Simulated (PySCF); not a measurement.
A PySCF script (with the pyscf-properties extension) for the NMR shieldings of `InChI=1S/H6O2Si2/c1-4-2-3/h1H,4H2,3H3`, on a GFN2-xTB geometry:

```python
import basis_set_exchange as bse
import numpy as np
from pyscf import gto, dft
from pyscf.prop import nmr

atoms = """
O     2.413658   -0.477468   -0.049584
Si    0.900158   -1.040930    0.076186
O    -0.082298    0.236774    0.288422
Si   -1.515811    0.952400    0.499532
H     2.596909    0.453509    0.045872
H     0.541946   -1.689684   -1.177211
H     0.799652   -1.887093    1.257916
H    -2.358412    0.643714   -0.654417
H    -1.179410    2.371669    0.584730
H    -2.107509    0.441763    1.734791
"""
names = dict.fromkeys(["O", "Si", "H"], "pcSseg-1")
basis = {el: gto.basis.parse(bse.get_basis(n, elements=[el], fmt="nwchem")) for el, n in names.items()}
mol = gto.M(atom=atoms, basis=basis, charge=0, verbose=0)
mf = dft.RKS(mol, xc="PBE0")
mf.grids.level = 2
mf.grids.alignment = dft.numint.BLKSIZE   # the property module wants whole blocks of grid points
mf.conv_tol = 1e-9
mf.kernel()

calc = nmr.RKS(mf)   # GIAO
C = mf.mo_coeff
Co = C[:, mf.mo_occ > 0]
resp = mf.gen_response(singlet=True, hermi=2)
def vind(x):   # induced exchange potential for any number of trial vectors
    d = np.einsum("pi,xij,qj->xpq", C, 2 * x.reshape(-1, C.shape[1], Co.shape[1]), Co, optimize=True)
    return np.einsum("xpq,pi,qj->xij", resp(d - d.transpose(0, 2, 1)), C, Co, optimize=True).ravel()
mo1, _ = nmr.rhf.solve_mo1(calc, with_cphf=vind)
sigma = calc.kernel(mo1)
for i, s in enumerate(sigma):   # ppm
    w = np.linalg.eigvalsh((s + s.T) / 2)
    print("%2d %-2s iso %8.1f  s11 %8.1f  s22 %8.1f  s33 %8.1f" % (i, mol.atom_pure_symbol(i), w.mean(), *w))
```

**Question.** What are the results?

**Answer.** 
```
 0 O  iso    299.9  s11    243.7  s22    304.2  s33    351.8
 1 Si iso    384.6  s11    365.5  s22    385.5  s33    402.6
 2 O  iso    297.7  s11    248.7  s22    287.7  s33    356.8
 3 Si iso    394.0  s11    359.8  s22    360.1  s33    462.1
 4 H  iso     30.1  s11     21.9  s22     25.9  s33     42.5
 5 H  iso     26.7  s11     23.3  s22     24.8  s33     32.1
 6 H  iso     26.7  s11     23.2  s22     24.8  s33     32.1
 7 H  iso     26.5  s11     23.3  s22     25.0  s33     31.3
 8 H  iso     26.6  s11     23.1  s22     25.1  s33     31.5
 9 H  iso     26.5  s11     23.3  s22     25.0  s33     31.3
```

These numbers come from an equivalent density-fitted implementation of the same equations, which agrees with the script to about 0.01 ppm for H and up to a few tenths of a ppm for heavy atoms, so last digits may differ.

**Question.** Turn these shieldings into chemical shifts. δ = σ(ref) − σ, references computed at the same level: 17O (σ = 336.08 ppm) vs H2O; TMS for 29Si (σ = 349.16 ppm) and 1H (σ = 31.72 ppm).

**Answer.** Averaging equivalent atoms: O 2: 38.3; O 0: 36.2; Si 1: -35.4; Si 3: -44.8; H 7/8/9: 5.17; H 5/6: 5.02; H 4: 1.59 ppm. Experimental scales use liquid or dissolved standards, which lie at an offset from isolated H2O (liquid H2O: subtract about 36 ppm).

Size and cost of the density-fitted run: 112 basis functions, 6 s wall time on 1 thread of an Arm Neoverse V2, shared host; peak memory 0.5 GiB.
